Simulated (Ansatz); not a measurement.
The cluster MoO2⁻, relaxed as a doublet with UKS PBE-D4/def2-TZVPD in Ansatz, starting from the GFN1-xTB geometry. Force threshold 0.02 eV/Å.

In the def2 sets Mo takes a core potential; there is no spin–orbit coupling. The charge -1 doublet is spin-contaminated (final ⟨S²⟩ up to 1.30, 0.75 for a pure state). The highest occupied level of the charge -1 doublet lies above zero (up to 0.85 eV). Its loss leaves the charge 0 triplet, which lies 1.61 eV higher (vertical, at PBE-D4/def2-TZVPD), but this difference is unsure: the triplet is doubtful (geometry relaxed on an unsound state). The relaxation made no stability test and no search for a lower SCF solution. At PBE-D4/def2-TZVPD a quartet of charge -1 lies 0.33 eV below the doublet, each at its own geometry. The structure comes from a short search, and lower isomers may exist.

Start:

```xyz
3

Mo    0.208   -0.285   -0.014
O     0.909    0.834    1.030
O    -1.118   -0.550   -1.016
```

Question: Estimate the energy that the relaxation releases and the steps that it takes.

Answer: 0.67 eV, in 5 steps; 4.9 s on 4 threads of Arm Neoverse V1 on a shared host. No frequencies were taken in this run, so the end may be a saddle point.

Question: Does the start keep its bonding and symmetry?

Answer: By distances, no bond broke or formed. The bond that changes most is Mo1–O3, from 1.68 to 1.73 Å (atoms count from 1). Point group C2v at the start, C2v at the end, both within 0.05 Å.

Question: Predict the relaxed structure.

Answer: 
Cartesian coordinates in Å:
```
Mo 0.355 -0.486 -0.023
O 0.758 0.881 0.956
O -1.113 -0.396 -0.933
```
Bond lengths: 2 × Mo–O 1.73 Å.
